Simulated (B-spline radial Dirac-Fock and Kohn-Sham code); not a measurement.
## Tl 4d5/2: cross section and angular parameters

System: neutral thallium in the configuration 1s2 2s2 2p6 3s2 3p6 3d10 4s2 4p6 4d10 4f14 5s2 5p6 5d10 6s2 6p1; threshold 385.0 eV (tabulated edge). Calculated with a radial atomic solver, using Dirac-Hartree-Slater photoionisation with a Latter tail; cross sections with all multipoles, angular parameters from the dipole term and its interference with E2.

For linearly polarised light dσ/dΩ = σ/(4π) [1 + β P₂(cos θ) + (δ + γ cos²θ) sin θ cos φ], with θ from the polarisation vector and φ the angle between the beam and the projection of the electron momentum on the plane normal to the polarisation.

```
hν (eV)  σ (kb)       β       γ      δ
    513     331  -0.630  -0.144  0.112
    568     365  -0.311  -0.114  0.154
    600     377  -0.137  -0.047  0.155
    861     344   0.672   0.205  0.058
   1000     299   0.871   0.160  0.030
 1253.6     225   1.082   0.049  0.010
   1980     102   1.300  -0.050  0.012
   2190    83.1   1.324  -0.033  0.016
   2320    73.6   1.334  -0.017  0.018
 2984.4       ?       ?       ?      ?
   3020    40.6   1.354   0.113  0.032
   3450    29.5   1.351   0.210  0.040
   3560    27.3   1.349   0.235  0.042
   4090    19.2   1.336   0.358  0.052
   4250    17.3   1.331   0.395  0.055
   4560    14.4   1.320   0.466  0.061
   5020    11.1   1.303   0.568  0.070
 5414.7    8.98   1.287   0.652  0.078
   6000    6.72   1.263   0.770  0.089
   6600    5.10   1.238   0.884  0.101
 8047.8    2.82   1.180   1.128  0.129
```

Question: Give the values at Ag Lα (2984.4 eV).

Answer: σ = 41.8 kb, β = 1.354, γ = 0.106, δ = 0.031.
